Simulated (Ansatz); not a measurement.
Caution, from a PySCF single point (PBE0-D3(BJ)/def2-TZVPD) at this geometry: the highest occupied level lies above zero, so the state may not be bound. This singlet lies 0.78 eV below the relaxed triplet at the level frozen-core CCSD(T)/aug-cc-pVTZ // PBE0-D3(BJ)/def2-TZVPD (Ansatz, a first-principles code).

A geometry relaxed with PBE0-D3(BJ)/def2-TZVPD (Ansatz), charge -1, multiplicity 1:

```xyz
5

H     -1.1217     1.1430     0.1734
B     -0.5895     0.0587     0.0160
H     -1.3342    -0.8972    -0.1082
H      2.1179    -0.2115    -0.0566
B      0.9275    -0.0929    -0.0246
```

Question: Write the SMILES of this molecule.

Answer: `[BH-]B`
